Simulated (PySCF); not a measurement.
```xyz
5

S      1.4210    -0.8587    -0.5511
Ga    -0.4822    -0.0898     0.1634
Cl    -2.0601    -1.4257     0.6339
Cl    -0.8171     1.9947     0.4096
H      1.9383     0.3795    -0.6558
```

Charge 0, multiplicity 1.

Problem. Give the Mulliken and meta-Löwdin atomic charges from PBE-D3(BJ)/def2-TZVP // r2SCAN-D4/def2-TZVP run with PySCF.

Solution. 
| atom | Mulliken (e) | meta-Löwdin (e) |
|---|---|---|
| S1 | -0.23 | -0.21 |
| Ga2 | 0.47 | 0.56 |
| Cl3 | -0.20 | -0.23 |
| Cl4 | -0.21 | -0.24 |
| H5 | 0.18 | 0.13 |
